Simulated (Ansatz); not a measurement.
C5H9NO, charge +1, doublet, geometry from GFN2-xTB (a state made from the parent by changing its charge; the spin is typed, not shown lowest); PBE0/3-21G (Ansatz, a program for electronic structure).

Here is a job for Ansatz.
Ansatz 0.2 input:
```yaml
crystal:
  periodic: [false, false, false]
  atoms:
    - {symbol: C, position_ang: [2.08290251, -0.15773836, 0.01506926]}
    - {symbol: N, position_ang: [0.71310419, 0.16101625, -0.05748051]}
    - {symbol: C, position_ang: [0.15602674, 1.20233856, -0.82941083]}
    - {symbol: C, position_ang: [-1.35453176, 0.98002381, -0.83561479]}
    - {symbol: C, position_ang: [-1.60167369, -0.11405323, 0.19573197]}
    - {symbol: C, position_ang: [-0.25587254, -0.68109197, 0.53584027]}
    - {symbol: O, position_ang: [0.04927917, -1.63159654, 1.18746586]}
    - {symbol: H, position_ang: [2.70299919, 0.73037302, -0.11236168]}
    - {symbol: H, position_ang: [2.37245598, -0.87291823, -0.77098774]}
    - {symbol: H, position_ang: [2.27762806, -0.66757728, 0.96513872]}
    - {symbol: H, position_ang: [0.59395564, 1.24007247, -1.83703516]}
    - {symbol: H, position_ang: [0.41594103, 2.17568508, -0.37720793]}
    - {symbol: H, position_ang: [-1.90850096, 1.89099173, -0.60556424]}
    - {symbol: H, position_ang: [-1.68257862, 0.66808200, -1.83045620]}
    - {symbol: H, position_ang: [-2.03019542, 0.27501777, 1.12557977]}
    - {symbol: H, position_ang: [-2.28877504, -0.89094107, -0.14416402]}
basis:
  gaussian:
    orbitals: 3-21G.json
    final_grid: {core_spheres: 10, valence_spheres: 20, degree: 41}
hamiltonian:
  xc: pbe0
total_charge: 1
magnetization: {spin_polarized: true, initial_magnetization: 1}
```
The basis file holds 3-21G in the JSON format of the Basis Set Exchange.

**Question.** Predict the main parts of the log of this Ansatz run.

**Answer.** 
```
Functional definition: PBE0
1041 factors; integrals over basis functions are off by at most 9.0e-4 eV
mean field evaluation 1: about -8793.8868 eV, gradient 4.4e1 eV
mean field evaluation 2: about -8781.6728 eV, gradient 6.8e1 eV
mean field evaluation 4: about -8801.7308 eV, gradient 5.7e0 eV
mean field evaluation 8: about -8802.0707 eV, gradient 6.4e-1 eV
mean field evaluation 16: about -8802.0822 eV, gradient 1.6e-2 eV
mean field evaluation 32: about -8801.9184 eV, gradient 1.7e0 eV
mean field -8802.08219064 eV, -323.4705542403 hartree, gradient 3.0e-5 eV, S^2 0.765105; 2 other end points of the search recorded, 0 dependent functions left out
reference -8802.08220843 eV, -323.4705548944 hartree; 27, 26 occupied and 54, 55 virtual orbitals, 1041 factors
Total energy: -8802.08220843 eV, -323.4705548944 hartree
```
